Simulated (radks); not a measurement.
Results of a calculation; reference values are marked as such.
All-electron atom: the fluorine ion F3+ in [He] 2s2 2p2 (the NIST ground configuration). Code: a radial shooting solver on a logarithmic mesh with Libxc functionals. Model: scalar-relativistic Kohn-Sham, PBE, spin-polarised, spherical densities, finite nucleus; open shells are filled with parallel spins first; Fermi nuclear charge, rms radius 2.8976 fm.

Normalised radial functions P(r) = r R(r), r in bohr:

```
   r/bohr * 1s up, o 2s up (the largest magnitude, 2.13, reaches the edge; | marks zero, & curves that meet)
  0.01679                             |  o     *
   0.0205                             |  o       *
  0.02504                             |   o        *
  0.03059                             |   o          *
  0.03736                             |    o            *
  0.04563                             |    o              *
  0.05574                             |     o               *
  0.06808                             |     o                 *
  0.08382                             |      o                  *
   0.1024                             |     o                    *
    0.125                             |     o                    *
   0.1527                             |    o                    *
   0.1865                             |  o                    *
   0.2278                             |o                  *
   0.2783                           o |               *
   0.3399                       o     |           *
   0.4151                    o        |       *
   0.5071                 o           |   *
   0.6193               o             | *
   0.7564               o             |*
   0.9314                o            *
    1.138                   o         *
    1.389                      o      *
    1.697                         o   *
    2.073                           o *
    2.532                            o*
    3.092                             &
```

1s up: eigenvalue -741.86 eV, 0 radial nodes, <r> = 0.176 bohr, 90 % of the charge inside 0.316 bohr. 2s up: eigenvalue -93.392 eV, 1 radial node at r = 0.242 bohr, <r> = 0.870 bohr, 90 % of the charge inside 1.35 bohr.
